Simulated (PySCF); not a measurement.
C4H5NO, SMILES Nc1ccco1.

Geometry optimised at B3LYP-D3(BJ)/def2-SVP. One conformer was computed; it need not be the lowest.

Computed with PySCF 2.14.0 with TDA-PBE/def2-SVPD.

Vertical excitations. The molecule is in vacuum.

Computed excitation energies, oscillator strengths and character:
| state | energy (eV) | λ (nm) | f | main pairs |
|---|---|---|---|---|
| S1 | 4.50 | 276 | 0.007 | HOMO→LUMO+1 78 %, HOMO→LUMO 21 % |
| S2 | 5.37 | 231 | 0.009 | HOMO→LUMO+2 89 % |
| S3 | 5.58 | 222 | 0.180 | HOMO→LUMO 51 %, HOMO→LUMO+1 16 %, HOMO→LUMO+4 9 % |
| S4 | 5.71 | 217 | 0.030 | HOMO→LUMO+4 90 % |
| S5 | 6.17 | 201 | 0.008 | HOMO→LUMO+5 93 % |
| S6 | 6.21 | 200 | 0.130 | HOMO→LUMO+3 52 %, HOMO−1→LUMO 14 %, HOMO→LUMO 12 % |
| S7 | 6.45 | 192 | 0.011 | HOMO→LUMO+6 84 % |
| S8 | 6.52 | 190 | 0.016 | HOMO−1→LUMO+1 74 % |
| S9 | 6.73 | 184 | 0.003 | HOMO→LUMO+7 97 % |
| S10 | 6.98 | 178 | 0.005 | HOMO→LUMO+8 98 % |
| T1 | 3.74 | 331 | 0 | HOMO→LUMO 90 % |
| T2 | 4.37 | 284 | 0 | HOMO→LUMO+1 91 % |
| T3 | 4.97 | 249 | 0 | HOMO→LUMO+3 75 %, HOMO→LUMO+2 19 % |
| T4 | 5.31 | 233 | 0 | HOMO→LUMO+2 80 %, HOMO→LUMO+3 20 % |
Triplets are in the Tamm–Dancoff approximation.
